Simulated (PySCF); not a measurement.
Rows and methods have been separated. Pair them.

Species: C2H11AlN2.
Numbering: `[CH3:1][N:2]([CH3:3])[AlH2-:4][NH3+:5]` (hydrogens: H6, H7, H8 on C1; H9, H10, H11 on C3; H12, H13 on Al4; H14, H15, H16 on N5)

The closed-shell ground state was solved 4 times with PySCF (density fitting, gas phase), always with PBE0, in these basis sets: 6-31G*, aug-cc-pVDZ, def2-SVPD and def2-TZVPD. The structure is a single PBE0-D3(BJ)/def2-SVP conformer in the gas phase; no vibrational or solvent corrections.

| row | total energy (Eh) | HOMO (eV) | LUMO (eV) | dipole (D) |
| --- | --- | --- | --- | --- |
| P | -434.5272 | -5.27 | -0.73 | 5.11 |
| Q | -434.4154 | -4.92 | 0.34 | 5.43 |
| R | -434.2451 | -5.25 | -0.50 | 5.14 |
| S | -434.4614 | -5.21 | -0.95 | 5.11 |

Question: Which basis belongs to which row?

Answer: P = def2-TZVPD, Q = 6-31G*, R = def2-SVPD, S = aug-cc-pVDZ. From the lowest total energy up: def2-TZVPD (290 functions) 0 eV; aug-cc-pVDZ (218 functions) +1.79 eV; 6-31G* (96 functions) +3.04 eV; def2-SVPD (192 functions) +7.68 eV.

Conformer computed: `[CH3:1][N:2]([CH3:3])[AlH2-:4][NH3+:5]`: C1–N2–Al4–N5 180°.
